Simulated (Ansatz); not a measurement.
Abridged output of a molecular run in Ansatz:

```
Functional definition: HF
  name "HF"
  cite "Fock, Z. Phys. 61, 126 (1930) doi:10.1007/BF01340294"
  parent pbe
  exchange = exact_x
  correlation = 0
1455 factors; integrals over basis functions are off by at most 1.4e-3 eV
mean field evaluation 1: about -20659.5655 eV, gradient 4.5e1 eV
mean field evaluation 2: about -20659.7890 eV, gradient 4.5e1 eV
mean field evaluation 4: about -20664.9637 eV, gradient 4.7e0 eV
mean field evaluation 8: about -20665.0764 eV, gradient 4.1e-1 eV
mean field evaluation 16: about -20665.0773 eV, gradient 1.9e-6 eV
mean field -20665.07734460 eV, -759.4275851215 hartree, gradient 1.9e-6 eV, S^2 0.000000; 0 other end points of the search recorded, 0 dependent functions left out
13 core orbitals not correlated: weight in the atoms' cores, before any rotation towards them, 1.000 or more for the frozen orbitals, at most 0.000 for the correlated occupied ones
reference -20665.07734460 eV, -759.4275851215 hartree; 13, 13 occupied and 221, 221 virtual orbitals, 1455 factors
second order -19.74450975 eV of doubles, -0.00000000 eV of singles
cycle   1  -20.34013602 eV  change   -6.0e-1 eV  update   1.1e-1
cycle   2  -20.89438617 eV  change   -5.5e-1 eV  update   3.3e-2
cycle   3  -21.00727912 eV  change   -1.1e-1 eV  update   1.6e-2
cycle   4  -20.99706935 eV  change    1.0e-2 eV  update   4.3e-3
cycle   5  -20.99726058 eV  change   -1.9e-4 eV  update   2.0e-3
cycle   6  -20.99741122 eV  change   -1.5e-4 eV  update   6.3e-4
cycle   7  -20.99715955 eV  change    2.5e-4 eV  update   2.5e-4
cycle   8  -20.99721653 eV  change   -5.7e-5 eV  update   9.3e-5
cycle   9  -20.99724519 eV  change   -2.9e-5 eV  update   3.5e-5
cycle  10  -20.99723023 eV  change    1.5e-5 eV  update   1.5e-5
perturbative correction -0.97571932 eV, -0.0358570235 hartree
Total energy: -20687.05029415 eV, -760.2350761236 hartree
```

Its atoms:

Cartesian coordinates in Å:
```
S -2.143 -1.145 -0.368
C -1.131 0.308 0.005
B 0.384 -0.072 0.004
N 1.560 0.656 0.234
Al 2.131 -1.030 -0.116
H -3.347 -0.549 -0.301
H -1.398 0.715 0.986
H -1.303 1.092 -0.741
H 1.647 1.640 0.463
H 3.599 -1.613 -0.167
```

(1) Which basis set was used?
A. def2-TZVPP
B. def2-SVP
C. def2-SVPD
D. def2-TZVPPD

(2) Write the keys of the input that set method, charge and spin (a neutral closed shell needs none for the last two).

Answers

(1) A. It gives 247 functions.

(2) 
```yaml
correlation: {method: ccsd_t}
```
